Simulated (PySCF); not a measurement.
## Simulated absorption spectrum

C₅H₉ClOSi.
Structure used (GFN2-xTB), in Å, numbered top down from 1:
```xyz
17
C5H9ClOSi angstrom
O     -2.2728   -2.6061    0.9664
C     -1.8753   -1.5422    0.7111
C     -1.3782   -0.3852    0.3913
C     -2.2293    0.7342   -0.0952
Cl    -2.6132    1.8795    1.2576
C      0.1023   -0.1154    0.6087
C      0.8909   -0.1954   -0.6961
Si     2.7365    0.2182   -0.4597
H     -1.7066    1.3319   -0.8402
H     -3.1877    0.3913   -0.4796
H      0.1955    0.8803    1.0473
H      0.5035   -0.8367    1.3217
H      0.7872   -1.1997   -1.1110
H      0.4546    0.4869   -1.4279
H      3.4163    0.0752   -1.7468
H      2.8568    1.5955    0.0201
H      3.3127   -0.7004    0.5225
```

Computed, not measured: TDDFT CAM-B3LYP/def2-SVPD, vertical, gas phase, core orbitals frozen in the response (PySCF 2.14.0, density-fitted response routines).

Computed states:

```json
{"state": "S1", "E (eV)": "3.54", "f": "0.0002"}
{"state": "S2", "E (eV)": "5.99", "f": "0.021"}
{"state": "S3", "E (eV)": "6.39", "f": "0.138"}
{"state": "S4", "E (eV)": "6.90", "f": "0.0008"}
{"state": "S5", "E (eV)": "6.95", "f": "0.0017"}
{"state": "S6", "E (eV)": "7.04", "f": "0.014"}
{"state": "S7", "E (eV)": "7.20", "f": "0.010"}
{"state": "S8", "E (eV)": "7.41", "f": "0.025"}
```

Broadening: Gaussians 0.25 eV wide at half height, area fixed by f = 4.319×10⁻⁹ ∫ε dν̃. The width is an assumption, not a result. The curve ends short of the highest state used, and states not computed would add to its high-energy end.

(1) What does the envelope look like, and where are its maxima?

(2) Does any computed singlet lie in the visible range?

(3) Coming from long wavelengths, where does ε first pass 100 L mol⁻¹ cm⁻¹?

(4) On this curve, what absorbance would a 10⁻⁴ mol/L sample give at 222 nm over a 1 cm path?

Results:

(1) 
| E (eV) | ε (L mol⁻¹ cm⁻¹) |
| --- | --- |
| 3.16 | 0 |
| 3.23 | 0 |
| 3.29 | 2 |
| 3.36 | 6 |
| 3.43 | 14 |
| 3.49 | 21 |
| 3.56 | 22 |
| 3.62 | 16 |
| 3.69 | 8 |
| 3.76 | 2 |
| 3.82 | 1 |
| 3.89 | 0 |
| 3.96 | 0 |
| 4.02 | 0 |
| 4.09 | 0 |
| 4.15 | 0 |
| 4.22 | 0 |
| 4.29 | 0 |
| 4.35 | 0 |
| 4.42 | 0 |
| 4.49 | 0 |
| 4.55 | 0 |
| 4.62 | 0 |
| 4.69 | 0 |
| 4.75 | 0 |
| 4.82 | 0 |
| 4.88 | 0 |
| 4.95 | 0 |
| 5.02 | 0 |
| 5.08 | 0 |
| 5.15 | 0 |
| 5.22 | 0 |
| 5.28 | 0 |
| 5.35 | 0 |
| 5.42 | 0 |
| 5.48 | 0 |
| 5.55 | 1 |
| 5.61 | 4 |
| 5.68 | 36 |
| 5.75 | 194 |
| 5.81 | 578 |
| 5.88 | 1381 |
| 5.95 | 2139 |
| 6.01 | 2220 |
| 6.08 | 1720 |
| 6.14 | 1695 |
| 6.21 | 3738 |
| 6.28 | 8705 |
| 6.34 | 13325 |
| 6.41 | 14699 |
| 6.48 | 10504 |
| 6.54 | 5572 |
| 6.61 | 1780 |
| 6.68 | 390 |
| 6.74 | 150 |
| 6.81 | 289 |

Maxima: 351 nm (3.53 eV), ε about 23, made up of S1 (100%); 207 nm (5.99 eV), ε about 2300, made up of S2 (100%); 194 nm (6.39 eV), ε about 15000, made up of S3 (100%) (ε in L mol⁻¹ cm⁻¹; maxima over ε = 5, shares over 10%). At its high-energy end, 6.81 eV, the curve is still rising (ε about 290, from S4, S5 and S6).

(2) No computed singlet lies in the visible range (380 to 750 nm); the lowest, at 351 nm, stands 0.27 eV above its violet end (3.26 eV); a Tamm–Dancoff triplet lies at 390 nm, without intensity as long as spin–orbit coupling is left out.

(3) At about 217 nm (5.72 eV), 2.19 eV above S1.

(4) 222 nm is 5.585 eV, where ε is about 1.8 L mol⁻¹ cm⁻¹, so A = ε c l ≈ 0.00018 (Beer–Lambert, with the gas-phase spectrum and the assumed width).

One conformer stands for the species.
